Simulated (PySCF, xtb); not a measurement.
GaCl3, SMILES [Cl][Ga]([Cl])[Cl].

Harmonic wavenumbers (cm⁻¹) from xtb 6.7.1 with GFN2-xTB at its own minimum, in rising order: 104, 104, 124, 317, 397, 397.

Q: What does PBE-D3(BJ)/def2-SVP (PySCF) give at its own minimum? (An estimate is asked for; the answer gives what the named calculation found.)

A: 120, 120, 131, 359, 456, 456. Paired by order, the mean absolute difference is 33 cm⁻¹ and the zero-point energies are 2.1 and 2.3 kcal/mol.
